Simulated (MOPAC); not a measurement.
A run for MOPAC: PM3 on C4H10O (SMILES CC(C)CO).

```
PM3 1SCF PRECISE CHARGE=0 THREADS=1
C4H10O

C     -0.95295291 1    -1.12456444 1    -0.20041560 1
C     -0.24516218 1     0.22710318 1    -0.13665741 1
C     -0.57190011 1     0.97291014 1     1.15687402 1
C      1.26783139 1     0.07249905 1    -0.28415453 1
O      1.66488846 1    -0.54916499 1    -1.50209905 1
H     -0.66526228 1    -1.74662012 1     0.65195306 1
H     -2.03742421 1    -1.00157894 1    -0.17290472 1
H     -0.68928272 1    -1.66363892 1    -1.11003797 1
H     -0.59333779 1     0.84012220 1    -0.97930601 1
H     -0.22912454 1     0.40636140 1     2.02703565 1
H     -1.64807610 1     1.11978433 1     1.26246026 1
H     -0.09429696 1     1.95469346 1     1.18759102 1
H      1.75224332 1     1.05135248 1    -0.17596911 1
H      1.65192938 1    -0.57287328 1     0.50971089 1
H      1.38992725 1     0.01361447 1    -2.23408052 1
```

Output:

```
*******************************************************************************
 **                                                                           **
 **                              MOPAC v23.2.5                                **
 **                                                                           **
 *******************************************************************************
 ** MOPAC's Digital Object Identifier: https://doi.org/10.5281/zenodo.6511958 **
 **                                                                           **
 ** Please cite the open-source release paper for use of this MOPAC version:  **
 ** J. E. Moussa and J. J. P. Stewart (2026)                                  **
 ** MOPAC: An open-source semiempirical molecular orbital program             **
 ** J. Open Source Softw., 11(119), 8025, https://doi.org/10.21105/joss.08025 **
 *******************************************************************************

                              PM3 CALCULATION RESULTS

 *******************************************************************************
 *  PM3        - The PM3 Hamiltonian to be used
 *
 *
 *
 *                 CHARGE ON SYSTEM = 0
 *
 *
 *
 *  PRECISE    - TIGHTER CRITERIA TO BE USED
 *  1SCF       - DO 1 SCF AND THEN STOP
 *  THREADS=1  - MULTI-THREADING NOT USED
 *  T=         - A TIME OF 172800.0 SECONDS REQUESTED
 *  DUMP=N     - RESTART FILE WRITTEN EVERY 7200.0 SECONDS REQUESTED
 *******************************************************************************
PM3 1SCF PRECISE CHARGE=0 THREADS=1
 C4H10O

   ATOM   CHEMICAL          X               Y               Z
  NUMBER   SYMBOL      (ANGSTROMS)     (ANGSTROMS)     (ANGSTROMS)

     1       C         -0.95295291  *  -1.12456444  *  -0.20041560  *
     2       C         -0.24516218  *   0.22710318  *  -0.13665741  *
     3       C         -0.57190011  *   0.97291014  *   1.15687402  *
     4       C          1.26783139  *   0.07249905  *  -0.28415453  *
     5       O          1.66488846  *  -0.54916499  *  -1.50209905  *
     6       H         -0.66526228  *  -1.74662012  *   0.65195306  *
     7       H         -2.03742421  *  -1.00157894  *  -0.17290472  *
     8       H         -0.68928272  *  -1.66363892  *  -1.11003797  *
     9       H         -0.59333779  *   0.84012220  *  -0.97930601  *
    10       H         -0.22912454  *   0.40636140  *   2.02703565  *
    11       H         -1.64807610  *   1.11978433  *   1.26246026  *
    12       H         -0.09429696  *   1.95469346  *   1.18759102  *
    13       H          1.75224332  *   1.05135248  *  -0.17596911  *
    14       H          1.65192938  *  -0.57287328  *   0.50971089  *
    15       H          1.38992725  *   0.01361447  *  -2.23408052  *



          CARTESIAN COORDINATES

    NO.       ATOM           X           Y           Z

     1         C         -0.9530     -1.1246     -0.2004
     2         C         -0.2452      0.2271     -0.1367
     3         C         -0.5719      0.9729      1.1569
     4         C          1.2678      0.0725     -0.2842
     5         O          1.6649     -0.5492     -1.5021
     6         H         -0.6653     -1.7466      0.6520
     7         H         -2.0374     -1.0016     -0.1729
     8         H         -0.6893     -1.6636     -1.1100
     9         H         -0.5933      0.8401     -0.9793
    10         H         -0.2291      0.4064      2.0270
    11         H         -1.6481      1.1198      1.2625
    12         H         -0.0943      1.9547      1.1876
    13         H          1.7522      1.0514     -0.1760
    14         H          1.6519     -0.5729      0.5097
    15         H          1.3899      0.0136     -2.2341

  H: (PM3): J. J. P. STEWART, J. COMP. CHEM. 10, 209 (1989).
  C: (PM3): J. J. P. STEWART, J. COMP. CHEM. 10, 209 (1989).
  O: (PM3): J. J. P. STEWART, J. COMP. CHEM. 10, 209 (1989).

           Empirical Formula: C4 H10 O  =    15 atoms



      MOLECULAR POINT GROUP   :   C1


      RHF CALCULATION, NO. OF DOUBLY OCCUPIED LEVELS = 16


 -------------------------------------------------------------------------------
 PM3 1SCF PRECISE CHARGE=0 THREADS=1
 C4H10O



     1SCF WAS SPECIFIED, SO BFGS WAS NOT USED
     SCF FIELD WAS ACHIEVED


                              PM3 CALCULATION
                                                       MOPAC v23.2.5 Linux




          FINAL HEAT OF FORMATION =        -68.10630 KCAL/MOL =    -284.95676 KJ/MOL


          COSMO AREA              =        123.97 SQUARE ANGSTROMS
          COSMO VOLUME            =        113.30 CUBIC ANGSTROMS

          IONIZATION POTENTIAL    =         11.126416 EV
          HOMO LUMO ENERGIES (EV) =        -11.126  3.167
          NO. OF FILLED LEVELS    =         16
          MOLECULAR WEIGHT        =         74.1224         POINT GROUP:  C1

          MOLECULAR DIMENSIONS (Angstroms)

            Atom       Atom       Distance
            H    15    H    11     4.76223
            H    13    H     7     3.84721
            H     9    H     6     2.76988


          SCF CALCULATIONS        =          1





   ATOM   CHEMICAL          X               Y               Z
  NUMBER   SYMBOL      (ANGSTROMS)     (ANGSTROMS)     (ANGSTROMS)

     1       C         -0.95295291  *  -1.12456444  *  -0.20041560  *
     2       C         -0.24516218  *   0.22710318  *  -0.13665741  *
     3       C         -0.57190011  *   0.97291014  *   1.15687402  *
     4       C          1.26783139  *   0.07249905  *  -0.28415453  *
     5       O          1.66488846  *  -0.54916499  *  -1.50209905  *
     6       H         -0.66526228  *  -1.74662012  *   0.65195306  *
     7       H         -2.03742421  *  -1.00157894  *  -0.17290472  *
     8       H         -0.68928272  *  -1.66363892  *  -1.11003797  *
     9       H         -0.59333779  *   0.84012220  *  -0.97930601  *
    10       H         -0.22912454  *   0.40636140  *   2.02703565  *
    11       H         -1.64807610  *   1.11978433  *   1.26246026  *
    12       H         -0.09429696  *   1.95469346  *   1.18759102  *
    13       H          1.75224332  *   1.05135248  *  -0.17596911  *
    14       H          1.65192938  *  -0.57287328  *   0.50971089  *
    15       H          1.38992725  *   0.01361447  *  -2.23408052  *

                             CARTESIAN COORDINATES

   1    C       -0.952952910    -1.124564440    -0.200415600
   2    C       -0.245162180     0.227103180    -0.136657410
   3    C       -0.571900110     0.972910140     1.156874020
   4    C        1.267831390     0.072499050    -0.284154530
   5    O        1.664888460    -0.549164990    -1.502099050
   6    H       -0.665262280    -1.746620120     0.651953060
   7    H       -2.037424210    -1.001578940    -0.172904720
   8    H       -0.689282720    -1.663638920    -1.110037970
   9    H       -0.593337790     0.840122200    -0.979306010
  10    H       -0.229124540     0.406361400     2.027035650
  11    H       -1.648076100     1.119784330     1.262460260
  12    H       -0.094296960     1.954693460     1.187591020
  13    H        1.752243320     1.051352480    -0.175969110
  14    H        1.651929380    -0.572873280     0.509710890
  15    H        1.389927250     0.013614470    -2.234080520


           Empirical Formula: C4 H10 O  =    15 atoms



      MOLECULAR POINT GROUP   :   C1


                  EIGENVALUES
 -39.86772 -34.86133 -27.41860 -25.48465 -20.49605 -17.36191 -16.72241 -15.75652
 -14.89740 -14.03442 -13.30845 -13.09903 -12.63185 -12.34116 -11.71002 -11.12642
   3.16708   3.50193   3.63589   3.72289   3.93284   4.21665   4.29902   4.41288
   4.46529   4.52311   4.80242   4.96172   5.02543   5.64294


              NET ATOMIC CHARGES AND DIPOLE CONTRIBUTIONS

  ATOM NO.   TYPE          CHARGE      No. of ELECS.   s-Pop       p-Pop
    1          C          -0.105529        4.1055     1.13884     2.96668
    2          C          -0.118418        4.1184     1.18205     2.93637
    3          C          -0.104394        4.1044     1.13921     2.96518
    4          C           0.063959        3.9360     1.15346     2.78258
    5          O          -0.309470        6.3095     1.81707     4.49240
    6          H           0.041111        0.9589     0.95889
    7          H           0.038270        0.9617     0.96173
    8          H           0.051142        0.9489     0.94886
    9          H           0.054826        0.9452     0.94517
   10          H           0.040936        0.9591     0.95906
   11          H           0.041969        0.9580     0.95803
   12          H           0.039377        0.9606     0.96062
   13          H           0.026729        0.9733     0.97327
   14          H           0.057168        0.9428     0.94283
   15          H           0.182322        0.8177     0.81768
 DIPOLE           X         Y         Z       TOTAL
 POINT-CHG.    -0.507     0.740     0.350     0.963
 HYBRID        -0.309     0.537    -0.189     0.648
 SUM           -0.816     1.277     0.160     1.524


          ATOMIC ORBITAL ELECTRON POPULATIONS

     Atom    s        px        py        pz
    1  C   1.13884   0.99013   0.95709   1.01946
    2  C   1.18205   0.97210   0.97825   0.98602
    3  C   1.13921   1.00940   0.99106   0.96471
    4  C   1.15346   0.92650   0.96869   0.88739
    5  O   1.81707   1.82468   1.51022   1.15750
    6  H   0.95889
    7  H   0.96173
    8  H   0.94886
    9  H   0.94517
   10  H   0.95906
   11  H   0.95803
   12  H   0.96062
   13  H   0.97327
   14  H   0.94283
   15  H   0.81768

 **********************
 *                    *
 * JOB ENDED NORMALLY *
 *                    *
 **********************




 == MOPAC DONE ==
```

The run finished.

Cost: about 0.04 core-seconds (a rough figure).
